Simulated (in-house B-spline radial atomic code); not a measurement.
Settings and results of a run for the calcium ion Ca²⁺. All numbers are computed (scalar-relativistic (X2C) Hartree-Fock, spin-polarised, averaged over the determinants with the given up and down occupations; Fermi nucleus of rms radius 3.4776 fm, inside a hard spherical wall at 6.67 bohr) with a radial B-spline atomic code at the basis-set limit, not measured.

Command:
```bash
python run_scf.py task.json out
```
Settings (nuclear radius in fm, mass in u):
```
Z                20
configuration    [Ne] 3s2 3p6
hamiltonian      x2c
method           hf
spin_polarised   True
nucleus          fermi
rms_radius       3.4776
atomic_mass      39.96259
speed_of_light   137.035999084
wall_radius      6.67
```

Output (hartree, bohr):
```
 radial grid: 65 intervals, B-splines of order 8, outer radius 6.67 bohr

 iter        energy (Eh)    residual
    1       -674.5283699    3.21e-01
    2       -678.7104185    1.13e-01
    3       -678.9829304    4.27e-02
    4       -679.0229911    1.81e-02
    5       -679.0303524    3.83e-03
    6       -679.0306600    1.99e-04
    7       -679.0306619    3.00e-05
    8       -679.0306620    1.25e-06
    9       -679.0306620    7.28e-08

 total energy                     -679.030662
 kinetic                            684.90548
 electron-nucleus                 -1604.62631
 electron-electron                  240.69017

 orbital      occ     eigenvalue          <r>       <r^2>       <1/r>       <r^4>       r_max
 1s up      1.000     -150.66613    0.0765298  0.00789108     19.9114 0.000161563     0.05004
 1s down    1.000     -150.66613    0.0765298  0.00789108     19.9114 0.000161563     0.05004
 2s up      1.000      -17.51191     0.360976    0.154158      4.1022   0.0419737      0.2986
 2s down    1.000      -17.51191     0.360976    0.154158      4.1022   0.0419737      0.2986
 2p up      3.000      -14.18835     0.325922    0.131053     3.96052   0.0353835      0.2467
 2p down    3.000      -14.18835     0.325922    0.131053     3.96052   0.0353835      0.2467
 3s up      1.000       -2.79635      1.15366     1.53042     1.19902     3.76538      0.9916
 3s down    1.000       -2.79635      1.15366     1.53042     1.19902     3.76538      0.9916
 3p up      3.000       -1.87694      1.26291     1.86687     1.06764     5.97465       1.049
 3p down    3.000       -1.87694      1.26291     1.86687     1.06764     5.97465       1.049
```

Run time, properties included: 0.13 s on 1 thread of Arm Neoverse V1, with other jobs on the host.
